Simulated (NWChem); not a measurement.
WO, triplet; SMILES [W]=[O]

```xyz
2

W      0.0000     0.0000    -0.1408
O      0.0000     0.0000     1.5092
```
Atoms are numbered in this order, from 1.

All runs use the structure optimised with PBE0-D3(BJ)/def2-TZVP, spin-unrestricted. No stability test was run on the SCF state. def2 effective core potentials on W; no spin-orbit coupling.

Q: List the 6 lowest vertical excitations from LRC-wPBEh/def2-SVPD with def2 effective core potentials on W, spin-unrestricted, TDA (NWChem).

A: 
```
state    energy (eV)  oscillator strength  <S²>
-------  -----------  -------------------  ----
state 1         1.21                0.003  3.52
state 2         1.21                0.003  3.52
state 3         1.25                0.000  2.03
state 4         1.25                0.000  2.03
state 5         1.62                0.000  2.08
state 6         2.05                0.000  2.49
```
